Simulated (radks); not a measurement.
Species: Lu. Configuration: [Xe] 4f14 5d1 6s2. All-electron calculation, Dirac Kohn-Sham, PW91, spin-unpolarised, spherical densities, finite nucleus; open shells fill j = l - 1/2 first; Fermi nuclear charge, rms radius 5.37 fm. Program: a radial shooting solver on a logarithmic mesh with Libxc functionals.

Normalised radial functions P(r) = r R(r) (large component), r in bohr:

r,5d5/2
0.001307,0.0000
0.001785,0.0000
0.002439,0.0000
0.003305,0.0001
0.004516,0.0001
0.00612,0.0003
0.008361,0.0007
0.01142,0.0017
0.01548,0.0038
0.02115,0.0083
0.02889,0.0175
0.03916,0.0342
0.05349,0.0624
0.07308,0.1012
0.09904,0.1376
0.1353,0.1445
0.1834,0.0851
0.2505,-0.0503
0.3422,-0.1917
0.4638,-0.2175
0.6337,-0.0671
0.8657,0.1949
1.173,0.4327
1.603,0.5655
2.19,0.5702
2.968,0.4935
4.054,0.3711
5.495,0.2340
7.507,0.1212
10.26,0.0465

5d5/2 (empty): eigenvalue -1.604 eV, 2 radial nodes at r = 0.226, 0.691 bohr, <r> = 3.03 bohr, 90 % of the charge inside 5.20 bohr.
